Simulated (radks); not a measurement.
Task: All-electron atom: Ar I in [Ar] (the NIST ground configuration). Method: non-relativistic Kohn-Sham, exchange-only B88, spin-polarised, spherical densities, point nucleus; computed with a radial shooting solver on a logarithmic mesh with Libxc functionals. Some entries of the table are withheld. Estimate them.

| orbital | occ. | eigenvalue (hartree) | <r^2> (bohr^2) | <r> (bohr) |
|---|---|---|---|---|
| 1s | 2 | -114.1890 | (1) | 0.08620 |
| 2s | 2 | -10.79109 | (2) | 0.4166 |
| 2p | 6 | -8.41069 | 0.1771 | 0.3775 |
| 3s | 2 | -0.84586 | 2.332 | (3) |
| 3p | 6 | -0.34177 | 3.411 | 1.677 |

Result: 
(1) 1s <r^2> (bohr^2): 0.009982
(2) 2s <r^2> (bohr^2): 0.2059
(3) 3s <r> (bohr): 1.414
